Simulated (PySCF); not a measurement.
**Diatomics of Mg with the halogens**

CCSD(T) with triple-zeta basis sets in PySCF, for the lowest determinant that a PBE0 search found; no spin–orbit coupling. De refers to high-spin ground-configuration atoms.

| M | basis | reference, frozen orbitals | state (unpaired electrons) | Re (Å) | ωe (cm⁻¹) | De (eV) |
| --- | --- | --- | --- | --- | --- | --- |
| F | x2c-TZVPPall | UHF, 2 | doublet (σ ↑) | 1.764 | 703 | 4.29 |
| Cl | x2c-TZVPPall | UHF, 6 | doublet (σ ↑) | 2.213 | 462 | 3.10 |
| Br | x2c-TZVPPall | UHF, 10 | doublet (σ ↑) | 2.367 | 371 | 2.66 |
| I | x2c-TZVPPall | UHF, 19 | doublet (σ ↑) | 2.590 | 317 | 2.09 |

The shortest bond is that of MgF (1.764 Å), the longest that of MgI (2.590 Å). MgF is bound most strongly (4.29 eV) and MgI least (2.09 eV).

Down a group the atoms grow and get heavier, so bonds lengthen and wavenumbers fall; this series shows no clear exception.

Correlated steps freeze the inner cores (2 to 19 orbitals); shallow outer-core shells are correlated. Spin–orbit coupling is left out, which matters for elements this heavy, above all for dissociation energies. States were picked by a PBE0 search and need not be the measured ground states.
